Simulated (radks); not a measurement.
Values are calculated unless marked as measured or tabulated.
Polarisability of the selenium ion Se6+, [Ar] 3d10, at imaginary frequency. Code: a radial shooting solver on a logarithmic mesh with Libxc functionals. Model: non-relativistic Kohn-Sham, LDA (Slater exchange, Perdew-Wang correlation), spin-unpolarised, spherical densities, point nucleus. Response by self-consistent Sternheimer equations with the Hartree and adiabatic LDA kernel.

| w (hartree) | alpha1(iw) (bohr^3) | alpha2(iw) (bohr^5) |
|---|---|---|
| 0.00266 | 0.3815 | 0.3596 |
| 0.0143 | 0.3815 | 0.3596 |
| 0.0360 | 0.3815 | 0.3595 |
| 0.0697 | 0.3814 | 0.3594 |
| 0.118 | 0.3812 | 0.3590 |
| 0.186 | 0.3807 | 0.3583 |
| 0.280 | 0.3797 | 0.3566 |
| 0.413 | 0.3776 | 0.3533 |
| 0.605 | 0.3732 | 0.3466 |
| 0.892 | 0.3643 | 0.3335 |
| 1.35 | 0.3458 | 0.3089 |
| 2.12 | 0.3088 | 0.2669 |
| 3.59 | 0.2417 | 0.2037 |
| 6.94 | 0.1419 | 0.1205 |
| 17.5 | 0.04364 | 0.03696 |

Static values: alpha1 = 0.3815 bohr^3 (0.05654 angstrom^3; uncoupled 0.4480), alpha2 = 0.3596 bohr^5, alpha3 = 0.5045 bohr^7. C6 = 0.5590, C8 = 2.448, triple-dipole C9 = 0.1494 atomic units. One-pole (London) frequency 4 C6 / (3 alpha1^2) = 5.121 hartree, against 5.183 for minus the highest occupied eigenvalue. The dipole shielding factor is 0.824, as the force sum rule N/Z = 0.824 demands.
